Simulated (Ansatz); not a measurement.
Isolated molecules relaxed with PBE0-D4/def2-TZVP in Ansatz; ΔE leaves out vibrations. CCSD(T)/CBS is the MP2 limit (def2-TZVPP, def2-QZVPP) plus CCSD(T) − MP2 in def2-TZVPP, frozen cores. DFT in def2-TZVPP. HSE06 is defined as in plane-wave codes. Elements past krypton have def2 core potentials. For Nb, Ta outer-core shells are correlated without core-valence functions, which leaves a few kJ/mol of doubt a bond. One conformer a species, not always the lowest.

`[CH3][Ta](=[S])([Cl])[Cl]` + `[O]=[Nb]([OH])([OH])[Cl]` → `[S]=[Ta]([Cl])([Cl])[Cl]` + `[CH3][Nb](=[O])([OH])[OH]`  (redistribution)

| species | HSE06 energy (Eh) |
| --- | --- |
| `[CH3][Ta](=[S])([Cl])[Cl]` | -1415.26348 |
| `[O]=[Nb]([OH])([OH])[Cl]` | -744.01109 |
| `[S]=[Ta]([Cl])([Cl])[Cl]` | -1835.51259 |
| `[CH3][Nb](=[O])([OH])[OH]` | -323.75674 |

(1) Work out ΔE.

Largest T1 diagnostic among the species: 0.022, so the coupled-cluster value is less sure than usual.

## Answers

(1) ΔE = (-1835.51259) + (-323.75674) − (-1415.26348) − (-744.01109) = 0.00524 Eh = +13.8 kJ/mol. CCSD(T)/CBS gives +12.5 kJ/mol.

Leaving LDA and LC-ωPBE aside and taking each functional with its dispersion term where it has one, the values, not all of them listed here, spread over 5.4 kJ/mol, from BLYP-D4 to ωB97X-V. In def2-TZVPP, CCSD(T) changes the Hartree–Fock value by −5.6 kJ/mol (the triples alone add −1.3 kJ/mol) and MP2 by −6.4 kJ/mol.
